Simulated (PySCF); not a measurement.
C₅H₈OS₂ (charge +1 and doublet state).
Z-matrix (Å and degrees, GFN2-xTB geometry), rows numbered from 1:
```
C 
S   1  1.8191
O   2  1.4428  1  106.98
C   2  2.0096  1   97.52  3   104.91
C   4  1.5100  2  106.61  1  -163.46
C   5  1.4798  4  107.66  2  -102.75
C   6  1.3398  5  115.09  4   -10.39
S   7  1.7333  6  113.82  5     0.74
H   1  1.0846  2  109.84  3  -163.46
H   1  1.0877  2  107.28  3    77.91
H   1  1.0857  2  110.16  3   -40.10
H   4  1.0862  2  102.49  1   -40.63
H   5  1.0984  4  110.74  2   137.81
H   5  1.0960  4  111.74  2    21.11
H   6  1.0768  5  121.21  4   171.01
H   7  1.0740  6  127.68  5  -177.81
```

The hyperfine couplings belong to this conformer and change with its torsions.

The species is `O=[S@](C)[C@H]1[S+]C=CC1` [radical] (charge +1).

Level of theory: UKS B3LYP, pcH-1 on C H O S, non-relativistic, mean-field spin-orbit, GIAO (PySCF 2.14.0). One conformer (not necessarily the lowest) at the GFN2-xTB geometry, without solvent, vibrations or thermal averaging. The geometry wasn't refined by DFT: couplings that depend on bond lengths, twists or pyramidal angles can differ widely from those at the functional's own minimum, by a factor of two or more for some ions and for spin on atoms past the first row. No stability test was run, so a lower SCF solution isn't excluded.

Principal values of hyperfine tensors in MHz (contact, dipolar and spin–orbit terms together), for some of the nuclei:

| atom | isotope | A1 | A2 | A3 |
| --- | --- | --- | --- | --- |
| H13 | 1H | 96.60 | 97.63 | 103.46 |
| H14 | 1H | 45.41 | 49.74 | 51.44 |
| H12 | 1H | 38.54 | 39.86 | 46.55 |
| C4 | 13C | -31.32 | -30.91 | -13.92 |
| S2 | 33S | -35.02 | -29.20 | 12.50 |
| C6 | 13C | -3.08 | -2.13 | 55.86 |
| H15 | 1H | -25.95 | -18.20 | -5.51 |
| O3 | 17O | -85.69 | 19.24 | 22.84 |

Give the isotropic coupling of each nucleus in MHz and in mT (g = 2.0126), and the anisotropic part.

a_iso = (A1 + A2 + A3)/3, Ti = Ai − a_iso; 1 mT corresponds to 28.169 MHz. The tensors hold a spin–orbit part: the run splits a_iso into a_FC + a_SO, and T includes its anisotropic share.

```json
{"atom": "H13", "a_iso (MHz)": "99.23", "a_FC": "99.23", "a_SO": "0.00", "a_iso (mT)": "3.523", "T1": "-2.63", "T2": "-1.61", "T3": "4.23"}
{"atom": "H14", "a_iso (MHz)": "48.86", "a_FC": "48.86", "a_SO": "0.00", "a_iso (mT)": "1.735", "T1": "-3.45", "T2": "0.88", "T3": "2.58"}
{"atom": "H12", "a_iso (MHz)": "41.65", "a_FC": "41.61", "a_SO": "0.04", "a_iso (mT)": "1.479", "T1": "-3.11", "T2": "-1.79", "T3": "4.90"}
{"atom": "C4", "a_iso (MHz)": "-25.38", "a_FC": "-25.70", "a_SO": "0.31", "a_iso (mT)": "-0.901", "T1": "-5.93", "T2": "-5.52", "T3": "11.46"}
{"atom": "S2", "a_iso (MHz)": "-17.24", "a_FC": "-17.37", "a_SO": "0.12", "a_iso (mT)": "-0.612", "T1": "-17.78", "T2": "-11.96", "T3": "29.74"}
{"atom": "C6", "a_iso (MHz)": "16.88", "a_FC": "16.93", "a_SO": "-0.05", "a_iso (mT)": "0.599", "T1": "-19.96", "T2": "-19.02", "T3": "38.98"}
{"atom": "H15", "a_iso (MHz)": "-16.55", "a_FC": "-16.57", "a_SO": "0.02", "a_iso (mT)": "-0.588", "T1": "-9.40", "T2": "-1.65", "T3": "11.04"}
{"atom": "O3", "a_iso (MHz)": "-14.54", "a_FC": "-13.40", "a_SO": "-1.14", "a_iso (mT)": "-0.516", "T1": "-71.15", "T2": "33.77", "T3": "37.38"}
```

What spin density at the nucleus of H12 lies behind its contact coupling (g_N = 5.58569)?

a_FC = 800.24 MHz bohr³ × g_N × ρ(0)/(2S). With a_FC = 41.61 MHz and 2S = 1, ρ(0) = 0.009308 bohr⁻³. In magnitude that is 2.9 % of the 1/π = 0.318 of a free hydrogen atom.

H11 (1H, g_N = 5.58569) isn't in the table. Its spin density at the nucleus is 0.003053 bohr⁻³. What is its contact coupling?

By the same relation, a_FC = 13.65 MHz. Its full tensor has the principal values 12.19, 13.04, 15.73 MHz.

Name the largest traceless tensor T of the table and describe it.

O3: -71.2, 33.8, 37.4 MHz (the dipolar term alone has -72.3, 35.0, 37.3), nearly axial, close to the ratio +1:+1:−2.

What first-order splitting does H14 cause when the field lies along A1, A2 or A3 of its tensor (g taken as isotropic, no quadrupole term)?

2 lines (I = 1/2), spaced by |A_i|/(g × 13.996): 1.61, 1.77, 1.83 mT along the axes of A1, A2 and A3.
